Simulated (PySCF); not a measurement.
# One molecule, several mistakes: AlBGeH5O cation

These are calculations, not measurements. The program is PySCF 2.14.0, an open-source quantum chemistry code, run on an isolated molecule that a program drew, which may never have been made. The molecule is AlBGeH5O cation (charge +1, singlet), drawn as the SMILES string `[OH][GeH2][B+][AlH2]`.

Each row is a Hartree-Fock (HF) and frozen-core CCSD(T) single point in the cc-pV(D+d)Z basis, meant for a local HF minimum. Run 1 is clean. Each other run has one planted mistake out of seven kinds, and not every kind appears here: one electron removed, one electron added, multiplicity raised by two, geometry at a saddle point, minimal basis STO-3G, one bond length entered in bohr, all coordinates scaled. The reference is restricted for singlets and unrestricted otherwise, and also for a bond in bohr. Adding or removing an electron swaps singlet and doublet. Electrons count all cores. HOMO and LUMO are orbital energies over both spins, the gradient is its largest component, and the lowest frequency (negative if imaginary) is given only where the gradient is small. Bond lengths are over the 8 bonds as drawn. T1 is the CCSD diagnostic: over 0.02 (restricted) or 0.045 (unrestricted) a single reference is doubtful. Germanium has the cc-pVDZ-PP basis, with a core potential (ECP10MDF) in place of its 10 inner electrons, and its 3s, 3p and 3d shells are frozen in CCSD(T).

Geometry of the clean run:
```xyz
9
AlBGeH5O cation, angstrom
O     0.6580   -2.2393   -2.7692
Ge    0.3821   -2.7106   -1.0827
B     0.2545   -0.6250   -0.6730
Al    0.1843    1.6309   -0.6266
H     0.7915   -2.8971   -3.4407
H    -0.9455   -3.4038   -0.8437
H     1.5899   -3.3335   -0.4093
H    -1.2565    2.1760   -0.8538
H     1.5871    2.2550   -0.3671
```

| run | electrons | basis functions | <S^2> | HOMO (eV) | LUMO (eV) | gradient (hartree/bohr) | lowest frequency (cm^-1) | mean bond (Å) | longest bond (Å) | T1 | HF (hartree) | CCSD(T) (hartree) | mistake |
|---|---|---|---|---|---|---|---|---|---|---|---|---|---|
| 1 | 62 | 99 | 0.000 | -15.91 | -5.15 | 2.1e-05 | 42 | 1.6570 | 2.258 | 0.0149 | -637.43362 | -637.88752 | no fault |
| 2 | 62 | 99 | 0.342 | -12.34 | -5.31 | 1.5e-02 | - | 1.9081 | 4.266 | 0.0642 | -637.34289 | -637.79893 | one bond length entered in bohr |
| 3 | 62 | 99 | 2.009 | -14.43 | -6.79 | 1.9e-02 | - | 1.6570 | 2.258 | 0.0220 | -637.36549 | -637.81372 | multiplicity raised by two |
| 4 | 61 | 99 | 0.776 | -21.29 | -13.70 | 7.6e-02 | - | 1.6570 | 2.258 | 0.0295 | -636.88937 | -637.33117 | one electron removed |
| 5 | 62 | 99 | 0.000 | -16.24 | -5.26 | 5.2e-02 | - | 1.5775 | 2.149 | 0.0143 | -637.41356 | -637.86164 | ? |

**Which mistake was planted in run 5, and what did it cost?**

The mean and the longest bond both change by the same factor, 0.952, and the gradient is no longer small. So the mistake is: all coordinates scaled. Subtracting run 1 and multiplying by 627.51 kcal/mol a hartree, the energy moved by 12.6 kcal/mol in HF and 16.2 kcal/mol in CCSD(T).

Cautions from the logs. Run 2: T1 is over the limit, so its CCSD(T) energy is less reliable.
